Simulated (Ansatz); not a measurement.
`Cl[C]1=[CH][GeH2]1`: the same geometry under several functionals.

```yaml
crystal:
  periodic: [false, false, false]
  atoms:
    - {symbol: Cl, position_ang: [-1.274080, -2.137499, 0.873293]}
    - {symbol: C, position_ang: [-0.377436, -0.799093, 0.321178]}
    - {symbol: C, position_ang: [0.900651, -0.493587, 0.210849]}
    - {symbol: Ge, position_ang: [-0.208209, 0.948993, -0.414589]}
    - {symbol: H, position_ang: [1.862078, -0.945941, 0.415944]}
    - {symbol: H, position_ang: [-0.438249, 2.181820, 0.463347]}
    - {symbol: H, position_ang: [-0.403455, 1.177107, -1.915721]}
basis:
  gaussian: {orbitals: def2-TZVPP}
hamiltonian: {xc: {name: wB97M-V}}
output: {forces: true, orbitals: {seedname: orbitals}}
```

```sh
$ ansatz run in.yaml --threads 2 --pin off --events-out ev --progress --plain --max-ram 4352MiB
```

It prints (some lines left out):

```
Functional definition: wB97M-V
1233 factors; their error is unknown
241 factors; integrals over basis functions are off by at most 2.5e-5 eV
mean field evaluation 1: about -71153.5105 eV, gradient 4.3e1 eV
mean field evaluation 2: about -71153.6927 eV, gradient 4.2e1 eV
mean field evaluation 4: about -71157.4720 eV, gradient 1.4e0 eV
mean field evaluation 8: about -71157.4827 eV, gradient 6.6e-2 eV
mean field evaluation 16: about -71157.6550 eV, gradient 1.1e-4 eV
mean field -71157.65499356 eV, -2614.9955886226 hartree, gradient 4.5e-5 eV, S^2 0.000000; 0 other end points of the search recorded, 0 dependent functions left out
reference -71157.65503603 eV, -2614.9955901833 hartree; 32, 32 occupied and 162, 162 virtual orbitals, 1233 factors
Total energy: -71157.65503603 eV, -2614.9955901833 hartree
Atom 0 at    -1.274080    -2.137499     0.873293 Å, force    -0.085277    -0.175868     0.073024 eV/Å
Atom 1 at    -0.377436    -0.799093     0.321178 Å, force     0.176320     0.228966    -0.094117 eV/Å
Atom 2 at     0.900651    -0.493587     0.210849 Å, force     0.015330    -0.025309     0.010913 eV/Å
Atom 3 at    -0.208209     0.948993    -0.414589 Å, force    -0.020052     0.088383    -0.037618 eV/Å
Atom 4 at     1.862078    -0.945941     0.415944 Å, force    -0.115566     0.012213    -0.006848 eV/Å
Atom 5 at    -0.438249     2.181820     0.463347 Å, force     0.016112    -0.107203    -0.074522 eV/Å
Atom 6 at    -0.403455     1.177107    -1.915721 Å, force     0.013133    -0.021181     0.129169 eV/Å
Dipole moment:     0.152597     0.260618    -0.107831 e Å
```

Run time 15 s (2 threads of an Arm Neoverse V1 on a shared host); peak host memory 0.61 GiB.

The same input with `hamiltonian: {xc: {name: LC-wPBE}}` and no forces (abridged; 3.4 s):

```
Functional definition: LC-wPBE
mean field evaluation 16: about -71149.8548 eV, gradient 1.1e-4 eV
mean field -71149.85483717 eV, -2614.7089381621 hartree, gradient 3.6e-5 eV, S^2 0.000000
Total energy: -71149.85483717 eV, -2614.7089381623 hartree
```

The same input with `hamiltonian: {xc: r2scan, dispersion: d4}` (abridged; 6.5 s):

```
Functional definition: r2SCAN
mean field evaluation 16: about -71160.0841 eV, gradient 5.4e-3 eV
mean field -71160.08414287 eV, -2615.0848582131 hartree, gradient 6.0e-5 eV, S^2 0.000000
Total energy: -71160.12167481 eV, -2615.0862374866 hartree
Atom 0 force    -0.118800    -0.166043     0.068385 eV/Å
Atom 1 force    -0.014555     0.071644    -0.030469 eV/Å
Atom 2 force     0.168450    -0.031184     0.015633 eV/Å
Atom 3 force    -0.066553     0.173473    -0.074233 eV/Å
Atom 4 force     0.005372     0.007680    -0.003165 eV/Å
Atom 5 force     0.013517    -0.041477    -0.020497 eV/Å
Atom 6 force     0.012569    -0.014092     0.044347 eV/Å
Dipole moment:     0.159592     0.231079    -0.095254 e Å
```

The same input with `hamiltonian: {xc: {name: BHLYP}, dispersion: d4}` and no forces (abridged; 4.3 s):

```
Functional definition: BHLYP
mean field evaluation 16: about -71160.3234 eV, gradient 9.0e-5 eV
mean field -71160.32341530 eV, -2615.0936513126 hartree, gradient 2.8e-5 eV, S^2 0.000000
Total energy: -71160.54417808 eV, -2615.1017641950 hartree
```

Changing it to `hamiltonian: {xc: {name: wB97X-V}}` and no forces (abridged; 11 s):

```
Functional definition: wB97X-V
mean field evaluation 16: about -71154.6706 eV, gradient 7.3e-5 eV
mean field -71154.67062592 eV, -2614.8859151346 hartree, gradient 1.1e-5 eV, S^2 0.000000
Total energy: -71154.67062416 eV, -2614.8859150700 hartree
```

The same input with `hamiltonian: {xc: {name: r2SCAN0}, dispersion: d4}` and no forces (abridged; 7.5 s):

```
Functional definition: r2SCAN0
mean field evaluation 16: about -71159.1520 eV, gradient 2.7e-4 eV
mean field -71159.15196494 eV, -2615.0506013060 hartree, gradient 8.4e-6 eV, S^2 0.000000
Total energy: -71159.19732702 eV, -2615.0522683316 hartree
```
